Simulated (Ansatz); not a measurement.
AlBH₄SeSi, SMILES `[AlH2][B]1[SiH2][Se]1`. The species carries charge 0 and has multiplicity 1.

```xyz
8

Al    0.637   -1.962    0.422
B     0.106   -0.081   -0.294
Si   -0.641    1.715   -0.039
Se    0.183    0.848   -1.981
H     2.080   -2.208    1.043
H    -0.411   -3.157    0.402
H    -2.095    1.999   -0.061
H     0.140    2.847    0.509
```

(1) What are the harmonic wavenumbers in cm⁻¹ at PBE0-D4/def2-TZVP (Ansatz, finite differences of forces, unscaled)? (Best estimate.)

(2) Is this a minimum?

(3) Give the ideal-gas thermochemistry at 298.15 K and 1 bar (rigid rotor, harmonic oscillator; point group Cs, symmetry number 1).

(4) And at 400, 500, 600, 800 and 1000 K?

## Answers

(1) The calculation gave: 80, 133, 161, 291, 405, 439, 521, 553, 569, 584, 650, 766, 937, 958, 1906, 1912, 2236, 2253.

(2) Yes, all 18 modes are real.

(3) Zero-point energy 91.8 kJ/mol; H(298) − E = 112.6 kJ/mol; entropy 354.3 J/(mol·K), of which translation 171.3, rotation 118.1, vibration 65.0; G(298) − E = 7.0 kJ/mol. Modes under 100 cm⁻¹ are hindered rotations or soft bends, so the harmonic entropy is rough.

(4) 
```json
{"T (K)": "400", "H − E (kJ/mol)": "124.2", "S (J/mol/K)": "387.7", "G − E (kJ/mol)": "-30.9"}
{"T (K)": "500", "H − E (kJ/mol)": "136.9", "S (J/mol/K)": "416.0", "G − E (kJ/mol)": "-71.1"}
{"T (K)": "600", "H − E (kJ/mol)": "150.5", "S (J/mol/K)": "440.7", "G − E (kJ/mol)": "-113.9"}
{"T (K)": "800", "H − E (kJ/mol)": "179.8", "S (J/mol/K)": "482.8", "G − E (kJ/mol)": "-206.4"}
{"T (K)": "1000", "H − E (kJ/mol)": "211.1", "S (J/mol/K)": "517.6", "G − E (kJ/mol)": "-306.6"}
```
